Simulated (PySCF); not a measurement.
NMR data simulated for an unnamed compound:

1H NMR (500 MHz, computed): δ 7.66 (m, 1H), 7.61 (m, 1H), 7.39 (m, 1H), 7.30 (m, 1H), 2.45 (s, 3H), 1.07 (m, 4H).

13C{1H} NMR (computed): δ 152.8 (C), 143.0 (C), 139.1 (CH), 135.8 (CH), 133.6 (CH), 133.5 (CH), 24.0 (CH3), 11.5 (CH2).

Rapidly exchanging positions averaged, isolated molecule, one conformer, non-relativistic. Geometry from GFN2-xTB; shielding tensors at PBE0/pcSseg-1 (GIAO); PySCF 2.14.

References, each an isolated molecule treated in the same way: 1H (σ = 31.72 ppm), 13C (σ = 186.93 ppm) vs TMS.

Problem. Which of these does the molecule contain: a three-membered ring, a CH3CH2 unit, an amide, an aldehyde, a benzene ring?

Solution. 
- A three-membered ring: yes.
- A CH3CH2 unit: no.
- An amide: no.
- An aldehyde: no.
- A benzene ring: yes.

The data belong to SMILES C1(P2CC2)=CC=CC(C)=C1, C9H11P; they needn't prove each group on their own.

Carbon signals by region: 6 in the sp2 and nitrile region (100–160 ppm), 2 below 50 ppm.

Splittings by 31P in the carbon and heteronuclear signals aren't shown, as no couplings were computed. Shifts are as computed. Against solution values, carbons near 30 ppm lie about +3 ppm off and those near 130 ppm about +5 ppm. Of 1211 compounds with measured shifts, 218 miss one by over three times the rms of a fit or turn the order of signals round; such compounds aren't used in these exercises. No couplings were computed; multiplicities are counted from neighbouring protons, with m where these are inequivalent, close in shift, in a saturated or five-membered ring or joined by F or P, and br s for small geminal =CH2 splittings.
